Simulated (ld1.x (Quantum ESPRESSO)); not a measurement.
## Cutoff test, ruthenium (Ru), TM

ld1.x (Quantum ESPRESSO) 7.5 input, shortened:

```
&input
   title='Ru', zed=44., rel=1, dft='PBE', iswitch=3,
   config='[Kr] 4d7 5s0 5p0'
 /
 &inputp
   pseudotype=2, tm=.true., lloc=0,
   nlcc=.false.
 /
3
4P  2  1   6.00   0.00  1.90  1.90  0.0
4D  3  2   7.00   0.00  1.30  1.30  0.0
4S  1  0   2.00   0.00  1.20  1.20  0.0
 &test
   configts(1)='4s2 4p6 4d7 5s0 5p0'
 /
```

The pseudo-atom Hamiltonian at the reference potential is diagonalised in spherical Bessel functions j_l(qr) that vanish at 20 bohr, with q² up to the cutoff. All-electron valence levels (Ry): 4p -3.9581, 5p -0.4498, 4d -0.9219, 4s -6.1572, 5s -0.7714.

**Question.** How do the lowest levels (Ry) of each channel move with the cutoff, and are there ghosts?

**Answer.**

| cutoff (Ry) | p #1 | p #2 | d #1 | s #1 | s #2 | f #1 | Σ f·Δε (mRy) |
| --- | --- | --- | --- | --- | --- | --- | --- |
| 8 | -2.8987 | -0.3634 | -0.3667 | -5.4474 | -0.7099 | -0.0512 | 11662.5 |
| 15 | -3.7885 | -0.4324 | -0.5886 | -5.5124 | -0.7191 | -0.0512 | 4639.9 |
| 30 | -3.9569 | -0.4568 | -0.8650 | -5.9994 | -0.7622 | -0.0512 | 720.7 |
| 45 | -3.9578 | -0.4602 | -0.9150 | -6.1220 | -0.7816 | -0.0512 | 120.3 |
| 70 | -3.9581 | -0.4611 | -0.9218 | -6.1344 | -0.7831 | -0.0512 | 46.5 |
| 100 | -3.9581 | -0.4614 | -0.9218 | -6.1543 | -0.7849 | -0.0512 | 6.1 |
| 160 | -3.9581 | -0.4617 | -0.9219 | -6.1566 | -0.7853 | -0.0512 | 1.2 |
| 230 | -3.9581 | -0.4617 | -0.9219 | -6.1572 | -0.7854 | -0.0512 | 0.1 |
| 400 | -3.9581 | -0.4617 | -0.9219 | -6.1572 | -0.7854 | -0.0512 | 0.0 |

Result: no extra level below or beside the all-electron valence levels (p, d, s, f tested); 10 mRy is reached at 100 Ry and 1 mRy at 180 Ry.

Its largest configuration-test error is +338 meV.
